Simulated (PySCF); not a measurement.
Si(H)(Cl)(Br)(NH2) (BrClH3NSi), SMILES Cl[SiH](Br)N. Geometry: B3LYP-D3(BJ)/def2-SVP. This is a generated structure with no PubChem entry under its InChIKey; it may be hypothetical. One conformer was computed; it need not be the lowest.

Computed with B3LYP-D3(BJ)/def2-SVP in PySCF.

Harmonic wavenumbers (cm⁻¹): 122, 174, 232, 277, 392, 420, 541, 705, 835, 890, 906, 1532, 2292, 3561, 3659. Rotational constants (GHz): 3.995, 1.503, 1.159; symmetry number 1.

Task: Work out the zero-point energy and the ideal-gas rigid-rotor harmonic-oscillator thermochemistry at 298.15 K and 1 atm.

Result: ZPE = ½ Σ hcν = ½ × 16539 cm⁻¹ = 98.92 kJ/mol. H − E(el) = 117.64 kJ/mol. Entropy in J/(mol K): translation 172.08, rotation 118.10, vibration 50.55, total 340.72. G − E(el) = 16.05 kJ/mol. Cp = 91.31 J/(mol K). Modes under 150 cm⁻¹ make the vibrational entropy uncertain.
